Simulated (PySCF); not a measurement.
Al(Me)(NCO)(OH) (C₂H₄AlNO₂), SMILES [N](=C=O)[Al]([OH])[CH3]. Atoms are numbered in the order given.

```xyz
10

Al     0.0779     0.9054     0.0000
C     -1.5282     1.9768     0.0000
H     -2.1494     1.7597     0.8842
H     -2.1494     1.7597    -0.8842
H     -1.2959     3.0523     0.0000
N      0.0094    -0.8798     0.0000
C     -0.0711    -2.0773     0.0000
O     -0.1471    -3.2444     0.0000
O      1.6048     1.6471     0.0000
H      2.4512     1.1979     0.0000
```
Charge 0, spin multiplicity 1.

Geometry: PBE0-D3(BJ)/def2-SVP. The structure was generated by enumeration; whether it is a known compound was not checked. The values are those of a single conformer.

The numbers are results of PySCF with r2SCAN/def2-TZVP, not measurements.

The molecule is in vacuum.

```
Property                                                                                                        Value
---------------------------------------------------------------------------------------------  ----------------------
total energy                                                                                       -526.34136 hartree
point group                                                                                                        Cs
highest occupied level                                                                                       -7.32 eV
lowest empty level                                                                                           -0.88 eV
orbital gap                                                                                                   6.44 eV
dipole moment                                                                                                  1.63 D
quadrupole, principal values (traceless, Buckingham form, about the centre of nuclear charge)  -15.91, 7.35, 8.56 D·Å
mean static polarisability                                                                       58.4 bohr³ (8.66 Å³)
polarisability, principal values                                                               42.3, 52.3, 80.6 bohr³
```
